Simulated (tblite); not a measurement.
C4H12OSi2.
Atom-mapped SMILES: `[CH3:1][O:2][C@H:3]1[SiH2:4][C@H:5]([CH3:6])[SiH2:7]1` (hydrogens: H8, H9, H10 on C1; H11 on C3; H12, H13 on Si4; H14 on C5; H15, H16, H17 on C6; H18, H19 on Si7)

Computed with GFN2-xTB (tblite), gas phase: nudged elastic band of 9 images (0 to 8), spring 0.2 eV/Å², climbing image at the end, force threshold 0.05 eV/Å. The top image wasn't refined or checked by frequencies; at this threshold it can lie a kcal/mol or more above the true saddle point of the method.

Path: rotation about C3–O2 (sp3 carbon bound to oxygen, ether oxygen), followed by the dihedral Si7–C3–O2–C1, from -78° to 55°. Start geometry (image 0):
```
atom  x, y, z in Å
C1      3.083   -0.240    0.585
O2      2.022    0.659    0.450
C3      0.756    0.087    0.783
Si4    -0.639    1.407    0.581
C5     -1.337    0.317   -0.852
C6     -2.794   -0.120   -0.746
Si7    -0.001   -1.048   -0.592
H8      3.989    0.288    0.288
H9      2.944   -1.122   -0.053
H10     3.184   -0.580    1.625
H11     0.832   -0.368    1.781
H12    -1.536    1.489    1.738
H13    -0.154    2.731    0.208
H14    -1.211    0.811   -1.818
H15    -2.980   -0.618    0.203
H16    -3.462    0.738   -0.812
H17    -3.052   -0.813   -1.546
H18     0.863   -1.288   -1.748
H19    -0.519   -2.321   -0.082
```

The first guess turns that dihedral rigidly in even steps and adds one set of random displacements (0.04 Å standard deviation a coordinate) to every inner image. Energies of the images above image 0 (eV) in the early part of the optimisation:

```tsv
iteration	1	2	3	4	5	6	7	8
0	0.792	0.914	1.081	1.127	1.135	1.133	1.034	0.035
10	0.073	0.209	0.345	0.382	0.372	0.336	0.265	0.035
20	0.051	0.170	0.275	0.305	0.291	0.252	0.201	0.035
30	0.035	0.101	0.152	0.173	0.152	0.108	0.086	0.035
```

**Question.** Where does the band end, and how far was the first guess from it?

**Answer.** Final energies, images 1 to 8: 0.022, 0.068, 0.119, 0.144, 0.115, 0.070, 0.044, 0.035 eV. The highest point drops from 1.14 eV (image 5) to 0.144 eV (image 4), by 0.99 eV. Image 4 moved by 0.17 Å rms, its dihedral from -15° to -8°. The end images are fixed. The true force on the top image ends at 0.031 eV/Å, and the largest on any image at 0.05 eV/Å; away from the top, the method drives only the force across the path to zero. The last saved iteration is 40.

What follows is the cost of the whole band run. Hardware: one thread of an Intel Xeon 6975P-C, shared host with 192 logical CPUs at a one-minute load of 53. Cost: 3.2 s wall, 0.19 GiB resident at most.
